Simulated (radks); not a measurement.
Charge is removed step by step from the 2s1/2 level of C+, starting from [He] 2s2 2p1. Calculated with a radial shooting solver on a logarithmic mesh with Libxc functionals: Dirac Kohn-Sham, PBEsol, spin-unpolarised, spherical densities, finite nucleus; open shells fill j = l - 1/2 first; Fermi nuclear charge, rms radius 2.4702 fm.

removed (e)  E - E(0) (eV)  eigenvalue (eV)  E minus straight line (eV)
0                    0.000          -25.618                       0.000
0.125                3.308          -27.318                      -0.770
0.25                 6.831          -29.045                      -1.326
0.375               10.570          -30.795                      -1.664
0.5                 14.530          -32.569                      -1.783
0.625               18.714          -34.364                      -1.678
0.75                23.122          -36.179                      -1.347
0.875               27.759          -38.013                      -0.789
1                   32.626          -39.864                       0.000

Removing the whole electron costs 32.626 eV by Delta-SCF, against 25.618 eV from minus the eigenvalue at the starting occupation. Slater's transition state (half an electron removed) gives 32.569 eV. Integrating minus the eigenvalue over the occupation (Janak's theorem) gives 32.626 eV. The mean slope of the eigenvalue, de/dn, is 14.2 eV per electron.
